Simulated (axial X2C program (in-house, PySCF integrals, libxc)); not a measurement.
## SeF⁺: cheaper levels and CCSD(T), with spin–orbit coupling

Calculated with an axial X2C code built on PySCF integrals. Two-component (2c) means X2C with spin–orbit coupling and atomic mean-field two-electron Coulomb and Gaunt terms. Basis: Se dyall-cv3z [8s9p6d4f1g], F dyall-av3z [7s6p3d2f] (cores contracted in-house); Gaussian nuclei, density fitting, unrestricted open shells. Masses: Se 79.917 u, F 18.998 u.

State: Ω = 1 (⟨Sz⟩ = 1.00, ⟨Lz⟩ = 0.00 at HF); fragments Se+ + F.

```csv
level,Re (Å),ωe (cm⁻¹),De (eV)
PBE0,1.658,832.0,3.40
HF,1.627,895.1,1.07
CCSD,1.658,826.7,2.91
BP86,1.687,774.7,3.98
```

Correlated methods: 12 electrons correlated (number of frozen shells: Se 3 s, 2 p, 1 d; F 1 s), 212 virtual spin orbitals or spinors in MP2, 90 natural virtuals in coupled cluster.

CCSD(T), same Hamiltonian and basis:

Re = 1.667 Å, ωe = 805.4 cm⁻¹, De = 3.09 eV; T1 = 0.022 (Lee–Taylor normalisation).

Q: Give the differences from CCSD(T) in the columns below.

A: 

```
level  ΔRe (Å)  Δωe (cm⁻¹)  ΔDe (eV)
 PBE0   -0.009          27      0.31
   HF   -0.040          90     -2.02
 CCSD   -0.009          21     -0.18
 BP86    0.020         -31      0.89
```

One determinant describes the state; a PBE0 search over occupations chose it and may have missed a lower one. Dissociation energies refer to the lowest single-determinant-based atoms at the same level and basis. Density functionals use the spin component along the axis (collinear). Coupled cluster ran in a truncated set of natural virtual spinors; the MP2 energy of the rest was added. (T) has no such correction and the atoms are truncated less, which lowers De at CCSD(T) by a hundredth of an eV or more. The 2c atoms are single determinants rather than J levels; their spin–orbit lowering is only partly caught, and De is too large by that part. This holds for PBE0, BP86. The functionals have no current-density term, which raises determinants with orbital currents, atoms included. With several unpaired electrons one determinant need not be a pure state. Open-shell Ω = 0 determinants with evenly filled partner blocks cannot be reached by this program, so the Ω shown need not be the lowest component. This is the Ω = 1 component of a π² triplet; the 0⁺ component is not one determinant and can lie lowest. The stretched end of a curve changes character and is left out.
